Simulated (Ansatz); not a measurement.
HgS2. Charge 0, multiplicity 3. Geometry PBE-D4/def2-TZVPD, that of the charge -1 doublet; atoms count from 1.

```xyz
3

Hg    0.000    0.000    0.000
S    -1.127    1.949    0.460
S     1.127   -1.949   -0.460
```

In the def2 sets Hg takes a core potential; there is no spin–orbit coupling. The structure comes from a short search, and lower isomers may exist.

Question: Estimate the Mulliken populations from the PBE0/def2-TZVPD orbitals of Ansatz.

Answer: 
| atom | charge (e) | spin (α − β) | d electrons |
| --- | --- | --- | --- |
| Hg1 | 0.59 | -0.04 | 9.80 |
| S2 | -0.30 | 1.02 | – |
| S3 | -0.30 | 1.02 | – |
Mulliken values depend strongly on the basis. With diffuse functions, as here, like atoms can get unlike values, and bond orders can come out too low or too high.

Question: Where does the spin sit?

Answer: Summed by element: Hg -0.04, S 2.04, of 2 unpaired in all. Largest on single atoms: S2 1.02, S3 1.02, Hg1 -0.04.

Question: And the Mayer bond orders between heavy atoms (over 0.3)?

Answer: Hg1–S2 0.91 (2.30 Å); Hg1–S3 0.91 (2.30 Å).
